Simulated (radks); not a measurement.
Values are calculated unless marked as measured or tabulated.
Task: These are the eigenvalues of the occupied orbitals of an atom or ion with whole-number occupations (hartree). Level of theory: Dirac Kohn-Sham, PBE, spin-unpolarised, spherical densities, finite nucleus; Fermi nuclear charge, rms radius of each element as measured or else 0.836 A^(1/3) + 0.57 fm (a radial shooting solver on a logarithmic mesh with Libxc functionals).

| orbital | eigenvalue |
|---|---|
| 1s1/2 | -1478.772 |
| 2s1/2 | -236.9342 |
| 2p1/2 | -223.7249 |
| 2p3/2 | -207.3132 |
| 3s1/2 | -51.25731 |
| 3p1/2 | -45.66199 |
| 3p3/2 | -42.43671 |
| 3d3/2 | -32.65239 |
| 3d5/2 | -31.95980 |
| 4s1/2 | -10.61252 |
| 4p1/2 | -8.53411 |
| 4p3/2 | -7.84156 |
| 4d3/2 | -4.42929 |
| 4d5/2 | -4.30796 |
| 5s1/2 | -1.78726 |
| 5p1/2 | -1.21582 |
| 5p3/2 | -1.11246 |
| 4f5/2 | -0.50384 |
| 6s1/2 | -0.34563 |

Which element is it, and in what charge state? The configuration may be excited. Open shells, if any, fill j = l - 1/2 first.

Result: Z = 58, cerium, charge +1: Ce+ in [Xe] 4f1 6s2. The list shows which subshells hold electrons but not how many an open one holds; the 1s level, -1478.8 hartree, gives Z - s = 54.4 by -(Z - s)^2/2, which with screening and relativity narrows Z to a few neighbours, and the depths of the outer levels then fix element, charge and occupations together.
